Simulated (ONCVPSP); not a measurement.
**gallium: variants of one ONCV potential**

Base potential:

- Element: gallium
- Generator: ONCVPSP 4.0.1
- Type: optimised norm-conserving Vanderbilt (ONCV)
- Functional: PBE
- Relativity: fully relativistic
- Frozen core: [Ne]
- Valence charge: 21
- Reference configuration: 3s2 3p6 3d10 4s2 (charge +1)
- Partial waves: 3s+4s: rc 1.00 bohr, ncon 4, nbas 8, qcut 10.5 1/bohr, 2 projectors; 3p: rc 0.70 bohr, ncon 4, nbas 7, qcut 13.5 1/bohr, 3 projectors, debl 1.7 Ha; 3d: rc 1.35 bohr, ncon 3, nbas 8, qcut 10.2 1/bohr, 1 projector
- Local potential: polynomial inside 0.65 bohr (lpopt 5, dvloc0 6 Ha)
- Core correction: none

Open shells are filled in proportion to 2j + 1.

In the p channel the program set the typed energies aside and used -3.893, 0.250, 1.950 Ha (j = l + 1/2; the other j can differ).

Cutoffs, loose and tight: the cutoffs (Ha) at which the residual kinetic energy of the hardest occupied pseudo-wave falls to 1 and 0.1 mHa per electron. They do not see the model core or the augmentation charge, which bear on the density cutoff. Test errors are all-electron minus pseudo excitation energies from the reference, over the configurations 3s2 3p6 3d10 4s2 4p1; 3s2 3p6 3d10 4s1; 3s2 3p6 3d10 4s0; 3s2 3p6 3d9 4s0. A dash means not determined; rows that change the core or the reference have their own tests.

1 further variants are left out, since the program set their typed debl aside.

A true bound ghost makes a file unfit for plane-wave use even where its test errors are small: the radial tests pick states by their node count and pass the ghost by.

| change | outcome | cutoff, loose | cutoff, tight | bound ghosts | GHOST(+) flags above zero | largest test error (meV) |
| --- | --- | --- | --- | --- | --- | --- |
| base | generated, projector energies reset by the program | 85 Ha | 257 Ha | none | p3/2, p1/2 | +13 |
| s: qcut 6.8 | generated, projector energies reset by the program | 134 Ha | 257 Ha | none | p3/2, p1/2 | +11 |
| functional LDA (Perdew-Wang 92) | generated, projector energies reset by the program | 85 Ha | 255 Ha | none | p3/2, p1/2 | +38 |
| core correction Teter function, fcfact 4.25, rcfact 1.2 | generated, projector energies reset by the program | 85 Ha | 257 Ha | none | p3/2, p1/2 | +11 |
| all radii scaled by about 1.30 (s 1.30, p 0.90, d 1.76 bohr); local potential polynomial inside 0.84 bohr (lpopt 5, dvloc0 6 Ha) | generated, projector energies reset by the program, misses its reference levels by 0.76 eV | 56 Ha | 66 Ha | none | none | +80 |
| core [Ar] 3d10, valence charge 3; reference 4s2 4p1; waves now 4s: rc 1.70 bohr, ncon 4, nbas 8, qcut 4.2 1/bohr, 2 projectors, debl 1.6 Ha; 4p: rc 2.15 bohr, ncon 4, nbas 9, qcut 3.6 1/bohr, 2 projectors, debl 1.4 Ha; local potential polynomial inside 1.20 bohr (lpopt 4, dvloc0 2 Ha) | generated | 7.4 Ha | 13 Ha | none | s | +95 |
| local potential polynomial inside 0.65 bohr (lpopt 5, dvloc0 4 Ha) | generated, projector energies reset by the program | 85 Ha | 257 Ha | none | p3/2, p1/2 | +13 |
| non-relativistic | generated, projector energies reset by the program | 86 Ha | 257 Ha | none | p | +26 |

**Question.** What comes out with this change to the base: d: rc 1.44?

**Answer.** outcome: generated, projector energies reset by the program; cutoff, loose: 85 Ha; cutoff, tight: 257 Ha; bound ghosts: none; GHOST(+) flags above zero: p3/2, p1/2; largest test error (meV): +26.

**Question.** What comes out with this change to the base: reference 3s2 3p6 3d10 4s1.75 4p1.25; wave 3p: rc 0.70 bohr, ncon 4, nbas 7, qcut 13.5 1/bohr, 3 projectors, debl 1.7 Ha becomes 3p+4p: rc 0.70 bohr, ncon 4, nbas 7, qcut 13.5 1/bohr, 3 projectors, debl 1.7 Ha?

**Answer.** outcome: generated; cutoff, loose: 85 Ha; cutoff, tight: 257 Ha; bound ghosts: p3/2; GHOST(+) flags above zero: p1/2; largest test error (meV): +165.
